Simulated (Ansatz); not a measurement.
Ansatz (a quantum-chemistry and plane-wave program) input (CCSD(T)/aug-cc-pVDZ):

Ansatz 0.2 input:
```yaml
crystal:
  periodic: [false, false, false]
  atoms:
    - {symbol: Se, position_ang: [-0.90749070, -0.00375848, 0.70316520]}
    - {symbol: Se, position_ang: [0.90749070, 0.00375848, -0.70316520]}
    - {symbol: H, position_ang: [-1.85026188, -0.03139265, -0.43895857]}
    - {symbol: H, position_ang: [1.85026188, 0.03139265, 0.43895857]}
basis:
  gaussian:
    orbitals: aug-cc-pVDZ
total_charge: 1
magnetization: {spin_polarized: true, initial_magnetization: 1}
correlation: {method: ccsd_t, electrons: outside_noble_gas}
output: {forces: true}
```

End of the output:

```
mean field evaluation 32: about -130628.3565 eV, gradient 5.7e-1 eV
mean field evaluation 64: about -130625.3518 eV, gradient 1.9e-1 eV
mean field -130628.38571396 eV, -4800.5046318881 hartree, gradient 1.9e-6 eV, S^2 0.774124; 6 other end points of the search recorded, 0 dependent functions left out
determinant -130628.38571396 eV, -4800.5046318881 hartree, with singles and doubles -130635.69165264 eV, -4800.7731201822 hartree
determinant -130625.37537604 eV, -4800.3940040098 hartree, with singles and doubles -130632.37481863 eV, -4800.6512287808 hartree
determinant -130625.35252489 eV, -4800.3931642456 hartree, with singles and doubles -130633.00428682 eV, -4800.6743613102 hartree
28 core orbitals not correlated
reference -130628.38571396 eV, -4800.5046318881 hartree; 7, 6 occupied and 55, 56 virtual orbitals, 986 factors
densities: 0.44 GiB planned
second order -6.44050494 eV of doubles, -0.00000000 eV of singles
coupled cluster: 0.33 GiB planned
cycle   1  -7.30079994 eV  change   -2.0e-1 eV  update   1.8e-2
cycle   2  -7.31206912 eV  change   -1.1e-2 eV  update   4.5e-3
cycle   3  -7.31299664 eV  change   -9.3e-4 eV  update   1.4e-3
cycle   4  -7.31352807 eV  change   -5.3e-4 eV  update   3.8e-4
cycle   5  -7.31357055 eV  change   -4.2e-5 eV  update   1.1e-4
cycle   6  -7.31361344 eV  change   -4.3e-5 eV  update   3.2e-5
cycle   7  -7.31362368 eV  change   -1.0e-5 eV  update   1.1e-5
cycle   8  -7.31362419 eV  change   -5.1e-7 eV  update   3.4e-6
cycle   9  -7.31362374 eV  change    4.5e-7 eV  update   9.5e-7
cycle  10  -7.31362378 eV  change   -4.0e-8 eV  update   3.0e-7
cycle  11  -7.31362386 eV  change   -7.8e-8 eV  update   1.1e-7
perturbative correction -0.28728309 eV, -0.0105574589 hartree
the calculation of the forces begins
Total energy: -130635.98662091 eV, -4800.7839600665 hartree
Atom 0 at    -0.907491    -0.003758     0.703165 Å, force    -0.211009     0.001256     0.331589 eV/Å
Atom 1 at     0.907491     0.003758    -0.703165 Å, force     0.211009    -0.001256    -0.331589 eV/Å
Atom 2 at    -1.850262    -0.031393    -0.438959 Å, force    -0.066620    -0.002175    -0.098248 eV/Å
Atom 3 at     1.850262     0.031393     0.438959 Å, force     0.066620     0.002175     0.098248 eV/Å
Dipole moment:    -0.000000    -0.000000     0.000000 e Å
```
